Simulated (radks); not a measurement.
Problem. These are the eigenvalues of the occupied orbitals of an atom or ion with whole-number occupations (eV). Calculated with a radial shooting solver on a logarithmic mesh with Libxc functionals: scalar-relativistic Kohn-Sham, RPBE, spin-polarised, spherical densities, point nucleus.

1s up: -18838.23
1s down: -18837.93
2s up: -2658.090
2s down: -2657.388
2p up: -2376.063
2p down: -2375.370
3s up: -465.6285
3s down: -465.0288
3p up: -373.4341
3p down: -372.7442
3d up: -222.8652
3d down: -221.9461
4s up: -83.9064
4s down: -78.1861
4p up: -59.3056
4p down: -53.3858
4d up: -24.2331
4f up: -3.3220

Which element is it, and in what charge state? The configuration may be excited. Open shells, if any, are filled with parallel spins first.

Solution. Z = 41, niobium, charge +1: Nb+ in [Ar] 3d10 4s2 4p4 4d4 4f2. The list shows which subshells hold electrons but not how many an open one holds; the 1s level, -692.29 hartree, gives Z - s = 37.2 by -(Z - s)^2/2, which with screening and relativity narrows Z to a few neighbours, and the depths of the outer levels then fix element, charge and occupations together.
